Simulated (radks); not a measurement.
Results of a calculation; reference values are marked as such.
Isoelectronic series with 13 electrons, each ion in its NIST ground configuration. Code: a radial shooting solver on a logarithmic mesh with Libxc functionals. Model: scalar-relativistic Kohn-Sham, SCAN, spin-unpolarised, spherical densities, finite nucleus; meta-GGA in the generalised Kohn-Sham scheme; Fermi nuclear charge, rms radius of each element as measured or else 0.836 A^(1/3) + 0.57 fm. Total energies (hartree) and orbital eigenvalues (eV):

ion    configuration  E (hartree)         3p         3s         2p         2s
Al      [Ne] 3s2 3p1   -242.81860    -2.6523    -7.9966   -71.5405  -111.8819
Ar5+    [Ne] 3s2 3p1   -521.40570   -81.7588   -99.1791  -323.6306  -392.5270
V10+    [Ne] 3s2 3p1   -910.72547  -240.5434  -270.2937  -751.2266  -851.6819
Ni15+   [Ne] 3s2 3p1  -1412.04700  -476.5648  -519.6892  -1352.062  -1488.697
As20+   [Ne] 3s2 3p1  -2027.24418  -789.9088  -848.1963  -2127.018  -2306.910
Sr25+   [Ne] 3s2 3p1  -2758.69975  -1181.166  -1257.324  -3077.769  -3311.204
Tc30+   [Ne] 3s2 3p1  -3609.32662  -1651.205  -1749.091  -4206.513  -4507.855
Cd35+   [Ne] 3s2 3p1  -4582.62460  -2201.111  -2326.018  -5515.900  -5904.594
